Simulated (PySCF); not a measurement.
Job file and geometry (Å, from GFN2-xTB) of an NMR shielding run on SMILES C=C(Cl)[C@@H]1C[C@H](F)C[SiH2]1, C₆H₁₀ClFSi, GIAO PBE0/pcSseg-1 NMR shielding, non-relativistic, gas phase in PySCF 2.14.0, density-fitted response routines; density fitting, a coarse starting grid and PySCF grid level 2 are the driver's defaults:

```
$ OMP_NUM_THREADS=1 python probes_run.py task.json out

{"job": {"kind": "nmr", "xc": "PBE0", "basis": "pcSseg-1"}, "charge": 0, "multiplicity": 1}
C      2.670277    -0.413540    -0.918833
C      1.949442     0.418449    -0.189731
Cl     2.562012     2.016368     0.143869
C      0.603500     0.223525     0.400966
C     -0.072848    -1.104580     0.068951
C     -1.548400    -0.947381     0.424940
F     -2.254943    -2.065302     0.018335
C     -2.090992     0.305545    -0.252487
Si    -0.662455     1.563414    -0.162234
H      3.631409    -0.135099    -1.311910
H      2.325793    -1.407762    -1.136189
H      0.708521     0.300606     1.489079
H      0.369425    -1.943349     0.608634
H     -0.003338    -1.307323    -1.001267
H     -1.680338    -0.896576     1.513096
H     -3.018880     0.630353     0.212132
H     -2.325538     0.056326    -1.287596
H     -0.847988     2.594240     0.857739
H     -0.324463     2.121337    -1.469790
```

Q: What does the program print?

A: 
```
coarse grid: 17056 points
cycle   1  E = -1083.3230071762  dE =  1.129e+00  |g| = 6.026e-01  |ddm| = 4.042e+00
cycle   2  E = -1083.2796263442  dE =  4.338e-02  |g| = 7.939e-01  |ddm| = 1.127e+00
cycle   3  E = -1083.3957023915  dE = -1.161e-01  |g| = 1.013e-01  |ddm| = 7.088e-01
cycle   4  E = -1083.3977219672  dE = -2.020e-03  |g| = 4.743e-02  |ddm| = 1.468e-01
cycle   5  E = -1083.3982620166  dE = -5.400e-04  |g| = 1.229e-02  |ddm| = 5.580e-02
cycle   6  E = -1083.3982926745  dE = -3.066e-05  |g| = 3.263e-03  |ddm| = 1.390e-02
cycle   7  E = -1083.3982945246  dE = -1.850e-06  |g| = 1.133e-03  |ddm| = 3.478e-03
final grid: 156248 points
cycle   8  E = -1083.4586782692  dE = -5.429e-05  |g| = 1.013e-02  |ddm| = 3.806e-02
cycle   9  E = -1083.4586585359  dE =  1.973e-05  |g| = 1.400e-02  |ddm| = 2.163e-02
cycle  10  E = -1083.4587019909  dE = -4.346e-05  |g| = 1.378e-03  |ddm| = 1.303e-02
cycle  11  E = -1083.4587022733  dE = -2.824e-07  |g| = 3.924e-04  |ddm| = 1.520e-03
cycle  12  E = -1083.4587023004  dE = -2.708e-08  |g| = 1.358e-04  |ddm| = 4.462e-04
cycle  13  E = -1083.4587023046  dE = -4.248e-09  |g| = 4.900e-05  |ddm| = 1.835e-04
cycle  14  E = -1083.4587023052  dE = -5.434e-10  |g| = 1.082e-05  |ddm| = 5.640e-05
converged SCF energy = -1083.4587023052

GIAO shielding tensors (ppm)
atom      isotropic    diamagn.    paramagn.     s11        s22        s33       span
  0 C       75.216     251.897    -176.682    -24.999     94.967    155.679    180.677
  1 C       29.346     255.429    -226.083    -81.841     67.560    102.319    184.161
  2 Cl     666.068    1146.038    -479.970    480.677    525.931    991.596    510.919
  3 C      149.793     253.361    -103.568    123.040    146.082    180.257     57.217
  4 C      146.708     249.732    -103.024    124.318    149.658    166.147     41.829
  5 C       89.138     244.849    -155.711     41.893     77.374    148.146    106.253
  6 F      363.455     470.780    -107.325    338.328    361.098    390.938     52.610
  7 C      168.805     255.041     -86.236    146.383    163.376    196.655     50.271
  8 Si     377.844     880.052    -502.208    340.049    368.785    424.699     84.649
  9 H       26.377      28.504      -2.128     23.560     23.836     31.735      8.175
 10 H       26.463      31.925      -5.461     23.715     23.873     31.803      8.088
 11 H       29.449      31.839      -2.391     25.407     29.683     33.256      7.849
 12 H       29.325      31.629      -2.304     24.890     28.031     35.054     10.165
 13 H       30.027      33.291      -3.264     26.431     30.200     33.451      7.020
 14 H       26.653      30.843      -4.190     23.632     27.183     29.145      5.513
 15 H       30.199      29.114       1.085     25.792     27.386     37.418     11.625
 16 H       30.447      30.725      -0.278     26.894     28.099     36.349      9.455
 17 H       27.329      29.074      -1.744     23.398     25.866     32.725      9.327
 18 H       27.551      28.968      -1.417     23.838     26.699     32.116      8.278
```

Q: Turn these shieldings into chemical shifts. Referencing at the same level of theory: 13C (σ = 186.93 ppm), 29Si (σ = 349.16 ppm), 1H (σ = 31.72 ppm) against TMS; HCl for 35Cl (σ = 949.78 ppm); 19F (σ = 170.95 ppm) vs CFCl3.

A: Averaging equivalent atoms: C 1: 157.6; C 0: 111.7; C 5: 97.8; C 4: 40.2; C 3: 37.1; C 7: 18.1; Cl 2: 284; F 6: -192.5; Si 8: -28.7; H 9: 5.34; H 10: 5.25; H 14: 5.06; H 17: 4.39; H 18: 4.17; H 12: 2.39; H 11: 2.27; H 13: 1.69; H 15: 1.52; H 16: 1.27 ppm. Unscaled 19F shifts against computed CFCl3 carry errors that often reach 10 to 50 ppm.

Size and cost of the density-fitted run: 217 basis functions, 100 s wall time on 1 thread of an Arm Neoverse N1, shared host; peak memory 1 GiB.
